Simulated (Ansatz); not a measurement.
An input meant for Mg3Te3 (charge 0, singlet; atoms displaced at random, 0.08 Å in each coordinate).

```yaml
crystal:
  periodic: [false, false, false]
  atoms:
    - {symbol: Mg, position_ang: [-0.846370, 1.868536, 0.130023]}
    - {symbol: Mg, position_ang: [1.852746, -0.301693, -0.024880]}
    - {symbol: Mg, position_ang: [-1.247797, -1.577671, 0.039716]}
    - {symbol: Te, position_ang: [1.727134, 2.392676, 0.067710]}
    - {symbol: Te, position_ang: [-3.066045, 0.358430, 0.093470]}
    - {symbol: Te, position_ang: [1.193341, -2.737308, -0.085397]}
basis:
  gaussian: {orbitals: def2-TZVP, fitting: {mean_field: cc-pVTZ-jkfit}}
hamiltonian: {xc: {name: HF}}
correlation: {method: mp2, frozen_orbitals: {Mg: 0}}
scf: {omitted_lower_state_checks: [starts]}
```

```sh
$ ansatz run in.yaml --threads 4 --pin off --events-out ev --progress --plain --max-ram 4787MiB
```

Output, abridged:

```
Functional definition: HF
Error: "frozen_orbitals" has no count for Te
```

In this input frozen orbitals are typed for one element alone, and the program wants a count for each (the count typed has to fit that element's core, too). The input was rejected before any iteration.
